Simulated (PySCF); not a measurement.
**Correlation energy of Bi⁺ (bismuth, charge +1)**

Starting occupation: [Xe] 4f14 5d10 6s2 6p2, 6p3/2 with m_j = +1/2, +3/2. All numbers are calculated (PySCF 2.14, X2C-1e with screened-nucleus spin-orbit coupling, Gaussian nucleus, in x2c-TZVPall-2c (11s11p9d3f, 110 functions)). Frozen: [Kr] 4d10 4f14; 22 electrons correlated; the 24 highest virtual spinors left out.

MP2 pair energies summed by pair of shells (mhartree):

| pair | energy | share (%) |
| --- | --- | --- |
| 5d-5d | -210.98 | 42.1 |
| 5d-6s | -76.47 | 15.3 |
| 5d-5p | -70.22 | 14.0 |
| 5d-6p | -40.55 | 8.1 |
| 6p-6s | -22.83 | 4.6 |
| 5p-5p | -21.31 | 4.3 |
| 5d-5s | -14.26 | 2.8 |
| 6s-6s | -10.71 | 2.1 |
| 5p-5s | -10.06 | 2.0 |
| 5p-6s | -9.77 | 2.0 |
| 6p-6p | -5.61 | 1.1 |
| 5p-6p | -4.58 | 0.9 |
| 5s-5s | -1.89 | 0.4 |
| 5s-6s | -0.95 | 0.2 |
| 5s-6p | -0.43 | 0.1 |

Total MP2 correlation energy: -500.63 mhartree.

The GHF reference relaxed away from the jj start to a determinant that is no pure jj level (⟨S²⟩ = 1.38, ⟨J²⟩ = 6.01); the energies belong to that determinant.

This basis was not built for core-valence correlation, so the inner-shell part is incomplete.
